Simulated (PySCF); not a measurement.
Compound: C11H9N.
Numbering: `[cH:1]1[cH:2][cH:3][c:4](-[c:5]2[cH:6][cH:7][n:8][cH:9][cH:10]2)[cH:11][cH:12]1`

NICS is the negative of the GIAO shielding at a point without a nucleus: at the ring centre (0) and 1 Å above and below it (1); zz is the component along the ring normal. Level: GIAO PBE0/pcSseg-1 (PySCF, non-relativistic, gas phase) on the PBE0-D3(BJ)/def2-SVP geometry, one conformer.

Ring bond lengths (Å), with Mayer bond orders in brackets: C1–C2 1.394 (1.43), C2–C3 1.392 (1.45), C3–C4 1.402 (1.40), C4–C11 1.402 (1.40), C11–C12 1.392 (1.45), C12–C1 1.394 (1.43); C5–C6 1.401 (1.39), C6–C7 1.393 (1.41), C7–N8 1.330 (1.48), N8–C9 1.331 (1.48), C9–C10 1.393 (1.41), C10–C5 1.401 (1.39).

Give the NICS values of each ring in ppm.

```
               ring                                               type  NICS(0)  NICS(1), two faces  NICS(1)zz, two faces  rms pucker (Å)  centre to ring atoms, mean (Å)
C1–C2–C3–C4–C11–C12   6-membered carbocycle; formal bonds all aromatic     -8.1       -10.9 / -10.9         -27.5 / -27.5            0.00                            1.40
 C5–C6–C7–N8–C9–C10  6-membered ring with N; formal bonds all aromatic     -6.9       -10.7 / -10.6         -26.8 / -26.8            0.00                            1.37
```

What do they say, and how far can they be read as aromaticity?

- C1–C2–C3–C4–C11–C12: mean NICS(1)zz -27.5 ppm, shielded. The ring is flat and has no four-coordinate atom; by the NICS criterion it is aromatic.
- C5–C6–C7–N8–C9–C10: mean NICS(1)zz -26.8 ppm, shielded. For a flat ring without four-coordinate atoms the NICS criterion counts such a value as aromatic.

What does the geometric index give? HOMA = 1 − mean of α(R − Ropt)² over the ring bonds, with Krygowski's 1993 parameters (CC: Ropt 1.388 Å, α 257.7 Å⁻²; CN: Ropt 1.334 Å, α 93.52 Å⁻²).

- C1–C2–C3–C4–C11–C12: HOMA 0.98 = 1 − EN − GEO, with mean bond length 1.396 Å, EN = α(Ropt − mean)² = 0.017 and GEO = α × variance = 0.005. The geometric and the magnetic index point the same way.
- C5–C6–C7–N8–C9–C10: HOMA 0.98; the largest term is that of C10–C5, α(R − Ropt)² = 0.04. The geometric and the magnetic index point the same way.

At the first NICS(1) probe listed for ring C1–C2–C3–C4–C11–C12, 1 Å off the ring, what do the in-plane components average?

The isotropic value is a third of the trace: (3 × -10.9 − (-27.5))/2 = -2.6 ppm.

How do the values depend on the level or the medium?

| level | NICS(0), C1–C2–C3–C4–C11–C12 | mean NICS(1)zz, C1–C2–C3–C4–C11–C12 | NICS(0), C5–C6–C7–N8–C9–C10 | mean NICS(1)zz, C5–C6–C7–N8–C9–C10 |
| --- | --- | --- | --- | --- |
| PBE0/pcSseg-1, gas | -8.1 | -27.5 | -6.9 | -26.8 |
| wB97X-D/pcSseg-2, gas | -7.8 | -27.9 | -6.5 | -27.2 |

The geometry is the same throughout.

Time: 32 s wall, 77 s CPU; peak memory 1.9 GiB. Hardware: an Intel Xeon Platinum 8488C with 2 threads (shared host). This is the whole shielding run at PBE0/pcSseg-1, SCF included.

Conformer computed: `[cH:1]1[cH:2][cH:3][c:4](-[c:5]2[cH:6][cH:7][n:8][cH:9][cH:10]2)[cH:11][cH:12]1`: C3–C4–C5–C6 -143°.
